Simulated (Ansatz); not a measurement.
Ansatz (an electronic-structure program) input:

Ansatz 0.2 input:
```yaml
crystal:
  periodic: [false, false, false]
  atoms:
    - {symbol: Ga, position_ang: [-0.00000000, -0.00000000, -0.05281953]}
    - {symbol: H, position_ang: [0.00000000, 0.00000000, 1.63740538]}
basis:
  gaussian:
    orbitals: def2-TZVP
hamiltonian:
  xc: b3lyp
  dispersion: d3bj
total_charge: 1
magnetization: {spin_polarized: true, initial_magnetization: 1}
phonons: {temperatures: {t_min: 298.15, t_max: 298.15, t_step: 100}}
```

Task: What final total energy does it print?

Result: -1925.16165 Eh (B3LYP-D3(BJ)/def2-TZVP). The basis has 54 functions.
